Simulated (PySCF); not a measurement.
GeH5Si, multiplicity 2. Atoms are numbered in the order given.

```xyz
7

Si     1.6424     0.0933     0.0000
Ge    -0.7390    -0.0067     0.0000
H      2.2475    -0.5183     1.2118
H      2.2475    -0.5183    -1.2118
H     -1.2900     0.7026    -1.2494
H     -1.2900     0.7026     1.2494
H     -1.2601    -1.4595     0.0000
```
Charge 0, spin multiplicity 2.

The structure is a stationary point at B3LYP-D3(BJ)/def2-TZVP. The isomer is the one that the SMILES or the coordinates give; other isomers of the formula were not compared.

Level of theory: PySCF with PBE0/def2-TZVPD.

Mulliken values depend strongly on the basis, most of all with diffuse functions as here. Atomic charges (e):

```tsv
atom	meta-Löwdin	Mulliken	Mulliken spin
Si1	?	-0.06	0.93
Ge2	?	-0.26	0.01
H3	?	0.02	0.01
H4	?	0.02	0.01
H5	?	0.10	0.00
H6	?	0.10	0.00
H7	?	0.09	0.04
```

Problem. What belongs in the gaps? (An estimate is asked for; the answer gives what the named calculation found.)

Solution. 
- Si1, meta-Löwdin: 0.12
- Ge2, meta-Löwdin: 0.13
- H3, meta-Löwdin: -0.06
- H4, meta-Löwdin: -0.06
- H5, meta-Löwdin: -0.04
- H6, meta-Löwdin: -0.04
- H7, meta-Löwdin: -0.04
